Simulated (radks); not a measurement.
Results of a calculation; reference values are marked as such.
Species: Sm+. Configuration: [Xe] 4f6 6s0.75 5d0.25 (fractional occupations, a model configuration). Code: a radial shooting solver on a logarithmic mesh with Libxc functionals. Model: Dirac Kohn-Sham, BLYP, spin-unpolarised, spherical densities, point nucleus; open shells are shared between the two j in proportion to 2j + 1. Some entries of the table are withheld. Estimate them.

| orbital | occ. | eigenvalue (eV) | <r> (bohr) |
|---|---|---|---|
| 1s1/2 | 2 | -46645.23 | 0.02274 |
| 2s1/2 | 2 | -7623.238 | 0.09648 |
| 2p1/2 | 2 | -7226.046 | 0.08072 |
| 2p3/2 | 4 | -6622.938 | 0.08735 |
| 3s1/2 | 2 | -1674.226 | 0.2546 |
| 3p1/2 | 2 | -1503.360 | (1) |
| 3p3/2 | 4 | -1381.260 | (2) |
| 3d3/2 | 4 | -1084.964 | (3) |
| 3d5/2 | 6 | -1058.443 | (4) |
| 4s1/2 | 2 | -336.8879 | 0.5791 |
| 4p1/2 | 2 | -271.4063 | 0.5932 |
| 4p3/2 | 4 | -244.5673 | 0.6222 |
| 4d3/2 | 4 | -136.8540 | 0.6648 |
| 4d5/2 | 6 | -132.0611 | 0.6752 |
| 5s1/2 | 2 | -48.6951 | 1.411 |
| 5p1/2 | 2 | -31.1938 | 1.596 |
| 5p3/2 | 4 | -27.6594 | 1.694 |
| 6s1/2 | 0.75 | -8.2651 | 3.921 |
| 4f5/2 | 2.57143 | -8.2374 | 1.002 |
| 4f7/2 | 3.42857 | -7.6963 | 1.022 |
| 5d3/2 | 0.1 | -6.9735 | 2.856 |
| 5d5/2 | 0.15 | -6.7565 | 2.927 |
| 6p1/2 | 0 | -5.3882 | 4.873 |
| 6p3/2 | 0 | -5.0685 | 5.112 |

Answer. 
(1) 3p1/2 <r> (bohr): 0.2442
(2) 3p3/2 <r> (bohr): 0.2569
(3) 3d3/2 <r> (bohr): 0.2286
(4) 3d5/2 <r> (bohr): 0.2326
